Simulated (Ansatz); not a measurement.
Species: AgH, net charge 0, singlet state. SMILES: [AgH]
Geometry: optimised at B3LYP-D3(BJ)/def2-TZVP (Ansatz, an electronic-structure program).

Property: atomisation energy (electronic, to ground-state atoms), in eV. Valence correlation only, unless marked. Open shells are spin-unrestricted. Spin-orbit coupling is left out. The frozen core is the preceding noble-gas configuration, with the filled d and f shells of earlier blocks. Past Kr the def2 sets carry scalar-relativistic core potentials. The coupled-cluster limit lacks core correlation, which all-electron functionals hold. Basis-set limits of correlation are two-point, X^-3; Hartree-Fock from the larger set. The bracket is a focal-point correction in the basis named.

```json
[
 {"level": "PBE-D4/def2-TZVPD", "program": "Ansatz + dftd4", "atomisation energy (eV)": "2.45", "minus last row": "0.11"},
 {"level": "r2SCAN-D4/def2-TZVPD", "program": "Ansatz + dftd4", "atomisation energy (eV)": "2.47", "minus last row": "0.13"},
 {"level": "PBE0/def2-TZVP", "program": "Ansatz", "atomisation energy (eV)": "2.25", "minus last row": "-0.09"},
 {"level": "r2SCANh-D4/def2-TZVPD", "program": "Ansatz + dftd4", "atomisation energy (eV)": "2.41", "minus last row": "0.07"},
 {"level": "r2SCAN0/def2-TZVPD", "program": "Ansatz", "atomisation energy (eV)": "2.31", "minus last row": "-0.03"},
 {"level": "wB97M-V/def2-TZVPD", "program": "Ansatz", "atomisation energy (eV)": "2.47", "minus last row": "0.13"},
 {"level": "PBE-QIDH/def2-TZVPD", "program": "Ansatz", "atomisation energy (eV)": "2.16", "minus last row": "-0.18"},
 {"level": "MP2/CBS(def2-TZVPP,def2-QZVPP)", "program": "Ansatz", "atomisation energy (eV)": "2.21", "minus last row": "-0.13"},
 {"level": "CCSD/def2-QZVPP", "program": "Ansatz", "atomisation energy (eV)": "2.27", "minus last row": "-0.07"},
 {"level": "CCSD/def2-QZVPPD", "program": "Ansatz", "atomisation energy (eV)": "2.27", "minus last row": "-0.07"},
 {"level": "CCSD(T)/def2-QZVPPD", "program": "Ansatz", "atomisation energy (eV)": "2.35", "minus last row": "0.01"},
 {"level": "CCSDT/def2-SVP", "program": "Ansatz", "atomisation energy (eV)": "2.16", "minus last row": "-0.18"},
 {"level": "RI-MP2/CBS(def2-TZVPP,def2-QZVPP)+[CCSD(T)-MP2]/def2-SVP", "program": "Ansatz", "atomisation energy (eV)": "2.39", "minus last row": "0.05"},
 {"level": "RI-MP2/CBS(def2-TZVPPD,def2-QZVPPD)+[CCSD(T)-MP2]/def2-SVPD", "program": "Ansatz", "atomisation energy (eV)": "2.38", "minus last row": "0.04"},
 {"level": "CCSD(T)/CBS(def2-TZVPPD,def2-QZVPPD)", "program": "Ansatz", "atomisation energy (eV)": "2.34", "minus last row": "0.00"}
]
```

The T1 diagnostic of CCSD in the largest basis is 0.030, which is high, so the coupled-cluster rows are less sure than usual.
